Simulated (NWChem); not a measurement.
Program: NWChem. System: C2HCl2, charge 0, spin multiplicity 2, at a geometry optimised with UPBE/def2-SVP. The structure started from a generated list of species. Its SCF solution wasn't tested for a lower state. Level: ROCCSD(T)/3-21G, 12 core orbitals frozen.

Output (cleaned and shortened):

```
             Northwest Computational Chemistry Package (NWChem) 7.3.0
             --------------------------------------------------------

                                NWChem Input Module
                                -------------------

 Scaling coordinates for geometry "geometry" by  1.889725989
 (inverse scale =  0.529177249)

 Turning off AUTOSYM since
 SYMMETRY directive was detected!

                             Geometry "geometry" -> ""
                             -------------------------

 Output coordinates in angstroms (scale by  1.889725989 to convert to a.u.)

  No.       Tag          Charge          X              Y              Z
 ---- ---------------- ---------- -------------- -------------- --------------
    1 Cl                  17.0000    -1.83469800     0.14295800     0.00000000
    2 C                    6.0000    -0.41319400     1.01615200     0.00000000
    3 C                    6.0000     0.89027500     0.75799800     0.00000000
    4 Cl                  17.0000     1.56982100    -0.86109500     0.00000000
    5 H                    1.0000     1.64042800     1.56343600     0.00000000

 Effective nuclear repulsion energy (a.u.)     170.0887310044

            Nuclear Dipole moment (a.u.)
            ----------------------------
        X                 Y               Z
 ---------------- ---------------- ----------------
     0.0000094486     0.0000132281     0.0000000000

      Symmetry information
      --------------------

 Group name             Cs
 Group number              2
 Group order               2
 No. of unique centers     5

      Symmetry unique atoms

     1    2    3    4    5


 Summary of "ao basis" -> "" (spherical)
 ------------------------------------------------------------------------------
       Tag                 Description            Shells   Functions and Types
 ---------------- ------------------------------  ------  ---------------------
 *                           3-21g                    on all atoms

 Summary of "ao basis" -> "ao basis" (spherical)
 ------------------------------------------------------------------------------
       Tag                 Description            Shells   Functions and Types
 ---------------- ------------------------------  ------  ---------------------
 Cl                          3-21g                   7       13   4s3p
 C                           3-21g                   5        9   3s2p
 H                           3-21g                   2        2   2s
[...]
          Calculation type : Coupled-cluster singles & doubles w/ perturbation
   Perturbative correction : (T)
            Max iterations :      100
        Residual threshold : 0.10D-05
     T(0) DIIS level shift : 0.00D+00
     L(0) DIIS level shift : 0.00D+00
     T(1) DIIS level shift : 0.00D+00
     L(1) DIIS level shift : 0.00D+00
     T(R) DIIS level shift : 0.00D+00
     T(I) DIIS level shift : 0.00D+00
   CC-T/L Amplitude update :  5-th order DIIS
                I/O scheme : Global Array Library
        L-threshold :  0.10D-05
        EOM-threshold :  0.10D-05
 no EOMCCSD initial starts read in
 TCE RESTART OPTIONS
 SLICE:      F
 D4D5:       F
 quantumc:   F
 qrotation:  F
 pwtce:      F
 qducc:      F
 nacto:                         0
 nrotv:                         0
 nrot:                          0

            Memory Information
            ------------------
          Available GA space size is     249032568 doubles
          Available MA space size is     104855084 doubles

 Maximum block size supplied by input
 Maximum block size        24 doubles

 tile_dim =     17

 -------------------------------------------------
   1    alpha     a'     8 doubles       0       1
   2    alpha     a'     1 doubles       8       2
   3    alpha     a"     3 doubles       9       3
   4    beta      a'     8 doubles      12       4
   5    beta      a"     3 doubles      20       5
   6    alpha     a'    17 doubles      23       6
   7    alpha     a"     5 doubles      40       7
   8    beta      a'     1 doubles      45       8
   9    beta      a'    17 doubles      46       9
  10    beta      a"     5 doubles      63      10

 Global array virtual files algorithm will be used

 Parallel file system coherency ......... OK

 4-electron integrals stored in orbital form

 v2    file size   =           240397
 4-index algorithm nr.  13 is used
 imaxsize =       30
 imaxsize ichop =        0


CCSD iterations
 ---------------------------------------------------------
 Iter          Residuum       Correlation     Cpu    Wall
 ---------------------------------------------------------
    1   0.1280546831928  -0.2616867659601     0.1     0.1
    2   0.0457441236207  -0.2766085694389     0.1     0.1
    3   0.0218898013240  -0.2831938457575     0.1     0.1
    4   0.0115788578098  -0.2856674508623     0.1     0.1
    5   0.0066705564571  -0.2867226489178     0.1     0.1
    6   0.0026006897170  -0.2878423200244     0.1     0.1
    7   0.0018504993859  -0.2879709755514     0.1     0.1
    8   0.0017565319032  -0.2879790776152     0.1     0.1
    9   0.0019641403586  -0.2880131956060     0.1     0.1
   10   0.0022893755648  -0.2880246247068     0.1     0.1
   11   0.0002114374863  -0.2880582137442     0.1     0.1
   12   0.0001208160121  -0.2880678054630     0.1     0.1
   13   0.0000828210523  -0.2880674697486     0.1     0.1
   14   0.0000575797116  -0.2880678819990     0.1     0.1
   15   0.0000435378501  -0.2880671488058     0.1     0.1
   16   0.0000146072000  -0.2880664527788     0.1     0.1
   17   0.0000094543831  -0.2880666216344     0.1     0.1
   18   0.0000082201278  -0.2880667684788     0.1     0.1
   19   0.0000086483967  -0.2880668391979     0.1     0.1
   20   0.0000097825377  -0.2880669849665     0.1     0.1
   21   0.0000014460814  -0.2880671004095     0.1     0.1
   22   0.0000008418405  -0.2880671770217     0.1     0.1
 -----------------------------------------------------------------
 Iterations converged
 CCSD correlation energy / hartree =        -0.288067177021688
 CCSD total energy / hartree       =      -990.646791276130216

 Singles contributions

 Doubles contributions
    25a"  (alpha)    25a"  (beta ) ---    23a"  (alpha)    23a"  (beta )       -0.1206274760
 CCSD(T)
 Using plain CCSD(T) code
             total no. of tasks          148
 total no. of tasks / no. procs          148
                         wl_min           72           2.0
                         wl_max      2515456          11.7
        thresh for no. of tasks          148

 CCSD[T]  correction energy / hartree =        -0.010561573780986
 CCSD[T] correlation energy / hartree =        -0.298628750802674
 CCSD[T] total energy / hartree       =      -990.657352849911149
 CCSD(T)  correction energy / hartree =        -0.009347952290335
 CCSD(T) correlation energy / hartree =        -0.297415129312023
 CCSD(T) total energy / hartree       =      -990.656139228420557

 Task  times  cpu:        3.8s     wall:        3.8s

 Total times  cpu:        3.9s     wall:        3.9s
```

Task: Write an NWChem input that would produce this output.

Result: One answer among several that fit: 
```
start mol
memory heap 100 mb stack 700 mb global 1900 mb
geometry units angstroms nocenter noautoz
  Cl    -1.834698     0.142958     0.000000
  C     -0.413194     1.016152     0.000000
  C      0.890275     0.757998     0.000000
  Cl     1.569821    -0.861095     0.000000
  H      1.640428     1.563436     0.000000
  symmetry group Cs
end
basis spherical
  * library 3-21g
end
scf
  rohf
  nopen 1
  maxiter 100
  thresh 1e-7
  semidirect memsize 60000000 filesize 0
  # guess.movecs holds the orbitals of an unrestricted PBE0 run
  vectors input guess.movecs swap 23 24 output mol.movecs
end
tce
  freeze core 12
  ccsd(t)
  2eorb
  2emet 13
  thresh 1e-6
  maxiter 100
  tilesize 24
end
task tce energy
```
